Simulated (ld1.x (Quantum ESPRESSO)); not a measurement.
Scattering properties, PAW potential for Mo (Z = 42)

| Property | Result |
| --- | --- |
| Element | Mo (Z = 42) |
| Generator | ld1.x (Quantum ESPRESSO) 7.5 |
| Type | PAW |
| Functional | PW91 |
| Relativity | scalar-relativistic |
| Frozen core | [Kr] |
| Valence charge | 6 |
| Reference configuration | 4d5 5s1 5p0 |
| Partial waves | 5s (bound): rcut 2.85, rcutus 3.00 bohr; 5s channel at 1 Ry: rcut 2.85, rcutus 3.00 bohr; 5p (bound, empty): rcut 2.95, rcutus 3.85 bohr; 5p channel at 0.7 Ry: rcut 2.95, rcutus 3.85 bohr; 4d (bound): rcut 1.90, rcutus 2.15 bohr; 4d channel at 4.45 Ry: rcut 1.90, rcutus 2.15 bohr |
| Local potential | all-electron potential smoothed inside 2.35 bohr (lloc = -1) |
| Core correction | Bessel-smoothed model core, default radius (core density twice the valence density) |
| Augmentation charge | PSQ, inside the norm-conserving radii |

The phase is arctan(r·u′/u) with u = r·R(r), unwrapped; energies in Ry, scanned from -2 to 5 Ry. A pole is an energy at which the radial function vanishes at the test radius. The pseudo phase is shifted by a multiple of π to meet the all-electron one at the reference energy, and phase errors are pseudo minus all-electron; the curves can meet again beyond the range given. Levels narrower than the energy grid can be missing from the lists of poles.

| channel | radius (bohr) | reference energy (Ry) | poles, all-electron | poles, pseudo | unbroken range about the reference energy with phases within 0.05 rad | phase error 1 Ry above the reference energy (rad) |
| --- | --- | --- | --- | --- | --- | --- |
| s | 4.18 | -0.30 | 0.11, 3.12 | 0.11, 3.12 | below 4.8 | -0.000 |
| p | 4.18 | -0.08 | 0.67, 3.85 | 0.67, 2.51, 4.45 | below 1.7 | -0.000 |
| d | 4.18 | -0.28 | -0.22, 1.82 | -0.22, 1.83 | the whole range | +0.025 |

Phases in the s channel:

| E (Ry) | all-electron | pseudo |
| --- | --- | --- |
| -2.00 | 1.381 | 1.381 |
| -1.76 | 1.364 | 1.364 |
| -1.52 | 1.341 | 1.341 |
| -1.28 | 1.308 | 1.308 |
| -1.04 | 1.254 | 1.254 |
| -0.80 | 1.145 | 1.145 |
| -0.56 | 0.793 | 0.793 |
| -0.32 | -0.820 | -0.820 |
| -0.08 | -1.436 | -1.437 |
| 0.16 | -1.596 | -1.596 |
| 0.40 | -1.687 | -1.687 |
| 0.64 | -1.770 | -1.770 |
| 0.88 | -1.883 | -1.883 |
| 1.12 | -2.111 | -2.112 |
| 1.36 | -2.835 | -2.824 |
| 1.60 | -3.990 | -3.982 |
| 1.84 | -4.375 | -4.372 |
| 2.08 | -4.518 | -4.516 |
| 2.32 | -4.593 | -4.592 |
| 2.56 | -4.641 | -4.640 |
| 2.80 | -4.676 | -4.675 |
| 3.04 | -4.704 | -4.703 |
| 3.28 | -4.729 | -4.729 |
| 3.52 | -4.752 | -4.753 |
| 3.76 | -4.777 | -4.778 |
| 4.00 | -4.805 | -4.808 |
| 4.24 | -4.841 | -4.846 |
| 4.48 | -4.892 | -4.905 |
| 4.72 | -4.979 | -5.016 |
| 4.96 | -5.178 | -5.329 |
